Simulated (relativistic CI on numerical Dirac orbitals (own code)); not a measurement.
Cu2+ in a cubic cluster: 2p photoemission with charge transfer

Computed with a charge-transfer multiplet model of a cubic metal-ligand cluster with up to one ligand hole, Slater and spin-orbit integrals from Dirac-Coulomb-Breit ions, Slater integrals scaled by 0.9. The ground state mixes d9 with configurations of k ligand holes L, whose averages lie at kΔ + k(k − 1)U_dd/2; a core hole lowers each added d electron by U_cd. 20 K, Lorentzian 0.6 eV and Gaussian 0.8 eV FWHM.

Atomic integrals in eV (Slater integrals scaled, ζ unscaled), ground: F2dd 12.450, F4dd 7.768, zeta_d 0.099; with the core hole: F2dd 12.450, F4dd 7.768, zeta_d 0.138, zeta_core 13.377, F2cd 7.943, G1cd 6.088, G3cd 3.464.

Cluster parameters (eV): Δ = 0.4, U_dd = 8.3, 10Dq = 0.4, 10Dq(ligand) = 0.9, V(eg) = 1.5, V(t2g) = -0.68, final-state hopping factor = 0.9.

```
          Case   n_d    d9  d10L     S
 U_cd = 7.8 eV  9.48  0.52  0.48  0.50
 U_cd = 8.4 eV  9.48  0.52  0.48  0.50
   U_cd = 9 eV  9.48  0.52  0.48  0.50
 U_cd = 9.6 eV  9.48  0.52  0.48  0.50
U_cd = 11.4 eV  9.48  0.52  0.48  0.50
```

Weights, n_d and S are thermal averages at 20 K. Binding energies count from the first peak over 30 % of the highest in each spectrum, which can be another peak from case to case. The parameters are a model scan and need not match a compound or its usual spin state. Peaks in eV (height, largest 100):
- U_cd = 7.8 eV: 0.0 (100), 6.8 (24), 10.1 (16), 20.1 (50), 27.3 (8), 28.8 (16)
- U_cd = 8.4 eV: 0.0 (100), 7.3 (25), 10.6 (17), 20.0 (50), 27.8 (9), 29.3 (17)
- U_cd = 9 eV: 0.0 (100), 7.9 (27), 11.1 (17), 20.0 (50), 28.4 (9), 29.8 (18)
- U_cd = 9.6 eV: 0.0 (100), 8.5 (28), 11.7 (18), 20.1 (49), 28.9 (9), 30.4 (18)
- U_cd = 11.4 eV: 0.0 (100), 10.3 (31), 13.5 (19), 20.1 (50), 30.7 (11), 32.2 (20)

Curve for U_cd = 7.8 eV (points under 2 left out, the grid thinned):

(E (eV), Intensity): (-2.7, 2.1), (-2.2, 3.2), (-1.7, 5.5), (-1.3, 9.9), (-0.8, 28.4), (-0.3, 78.9), (0.2, 94.3), (0.6, 52.2), (1.1, 16.7), (1.6, 7.0), (2.1, 3.9), (2.5, 2.8), (3.0, 2.1), (5.3, 2.6), (5.8, 5.4), (6.3, 14.6), (6.7, 23.0), (7.2, 20.4), (7.7, 15.8), (8.2, 12.6), (8.6, 11.9), (9.1, 11.1), (9.6, 12.9), (10.1, 16.2), (10.6, 10.4), (11.0, 4.9), (11.5, 2.1), (18.5, 3.3), (19.0, 7.6), (19.4, 18.8), (19.9, 45.0), (20.4, 41.3), (20.9, 15.6), (21.4, 5.4), (21.8, 3.0), (26.3, 2.4), (26.8, 5.8), (27.3, 8.0), (27.7, 8.0), (28.2, 12.2), (28.7, 16.4), (29.2, 13.0), (29.6, 7.9), (30.1, 4.5), (30.6, 2.1)

For the case U_cd = 9.6 eV, Δ = 0.4 eV is smaller than U_dd = 8.3 eV, the charge-transfer side of the Zaanen-Sawatzky-Allen scheme. With the core hole the configuration with one ligand hole lies at Δ − U_cd = -7.4, -8.0, -8.6, -9.2, -11.0 eV from the one without, in the order of the table; where this is negative the screened configuration lies lower.
